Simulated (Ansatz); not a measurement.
Consider the substitution at a C–C bond: `C/C=C\[S][AlH2]` + H–F → `F/C=C/[S][AlH2]` + CH₄.

Gas-phase electronic energies from Ansatz, PBE0-D4/def2-TZVP geometries. CCSD(T)/CBS adds triple-zeta CCSD(T) − MP2 to the extrapolated MP2 energy (def2 sets, frozen cores). This one scheme is used for every species. Double bonds are as drawn, so ΔE can hold a change between cis and trans. Functionals use def2-TZVPP. B3LYP here is the variant with VWN-RPA as its local correlation; programs differ in this. Each species was taken in one conformer, which may not be the lowest.

**Question.** Is it downhill or uphill in electronic energy at CCSD(T)/CBS, and by how much? (Best estimate.)

**Answer.** Ansatz gave: Uphill: ΔE = +52.9 kJ/mol.

**Question.** What do these levels give: r2SCAN-D4, PBE0-D4, B3LYP-D4, ωB97M-V, B2PLYP, r2SCAN, HF/def2-TZVPP, MP2/def2-TZVPP, SCS-MP2/def2-TZVPP, CCSD/def2-TZVPP, CCSD(T)/def2-TZVPP, MP2/def2-QZVPP? (An estimate is asked.)

**Answer.** The calculation gave: r2SCAN-D4 33.2, PBE0-D4 42.1, B3LYP-D4 35.0, ωB97M-V 37.4, B2PLYP 35.8, r2SCAN 31.4, HF/def2-TZVPP 26.8, MP2/def2-TZVPP 58.2, SCS-MP2/def2-TZVPP 48.8, CCSD/def2-TZVPP 45.7, CCSD(T)/def2-TZVPP 47.1, MP2/def2-QZVPP 61.6 kJ/mol.

Largest T1 diagnostic among the species: 0.013.

The D4 term adds +10.6 kJ/mol with B3LYP and +5.8 kJ/mol with PBE0; it sums over pairs of atoms, weighted by their polarisabilities, and B3LYP, whose exchange is more repulsive, gets the larger term. From PBE to PBE0 (25 % exact exchange), in def2-TZVPP and without D4, ΔE moves by +7.7 kJ/mol. In def2-TZVPP, CCSD(T) changes the Hartree–Fock value by +20.3 kJ/mol (the triples alone add +1.4 kJ/mol) and MP2 by +31.4 kJ/mol.
